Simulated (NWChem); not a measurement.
System: SiH3OBr; SMILES O[SiH2]Br

```xyz
6

Si    -0.5115    -1.0678    -0.0176
O      0.8179    -2.0452    -0.1050
Br     0.0583     1.0899    -0.0340
H     -1.3164    -1.3486    -1.2287
H     -1.2823    -1.2741     1.2402
H      1.4637    -1.9888     0.6060
```
Atoms are numbered in this order, from 1.

Computed with NWChem. All runs use the structure optimised with PBE0/def2-SVP. GIAO values for the isolated, static molecule; σ is the absolute isotropic shielding, δ = σ(reference) − σ with the isolated reference molecule computed at the same levels (1H: tetramethylsilane, 17O: water, 29Si: tetramethylsilane). Spin-orbit effects, on the heavy nuclei and on their neighbours, are missing.

For level PBE0/pcSseg-1:

| Property | Result |
|---|---|
| δ Si1 (ppm) | -5.7 |
| δ O2 (ppm) | 56.5 |
| σ Br3 (ppm) | 2545.5 |
| δ H4 (ppm) | 5.47 |
| δ H5 (ppm) | 5.78 |
| δ H6 (ppm) | 1.75 |

Question: What are these values for level LDA (Slater exchange, VWN5)/pcSseg-1?

Answer: 
| Item | Value |
|---|---|
| δ Si1 (ppm) | 2.6 |
| δ O2 (ppm) | 76.7 |
| σ Br3 (ppm) | 2433.0 |
| δ H4 (ppm) | 5.95 |
| δ H5 (ppm) | 6.35 |
| δ H6 (ppm) | 1.88 |
